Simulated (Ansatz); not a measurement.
```xyz
10

Cl    0.8363   -2.8720    0.0196
C     0.3543   -1.2275    0.0050
C     0.8264   -0.2665    0.8084
C     0.1865    1.0698    0.5283
Sn   -0.9790    0.0918   -1.0256
H     1.5833   -0.4168    1.5773
H     0.8850    1.8338    0.1810
H    -0.3897    1.4714    1.3643
H    -0.6468    0.4440   -2.6624
H    -2.6562   -0.1280   -0.7959
```

The species carries charge 0 and has multiplicity 1. Sn: def2 effective core potential.

(1) List the PBE/def2-TZVPP orbital energies in eV (Ansatz). (Estimate.)

## Answers

(1) Ansatz gave: Occupied: -2739.11, -270.26, -269.38, -269.27, -249.64, -190.40, -190.14, -190.12, -133.15, -89.13, -89.06, -89.03, -25.57, -25.54, -25.54, -25.53, -25.47, -21.60, -19.53, -16.02, -13.69, -12.12, -11.31, -10.57, -9.94, -8.73, -8.22, -7.98, -6.96, -6.44, -6.00. Lowest empty: -1.43, -1.17, -0.69, 0.06, 0.61, 1.23, 1.41, 1.41.
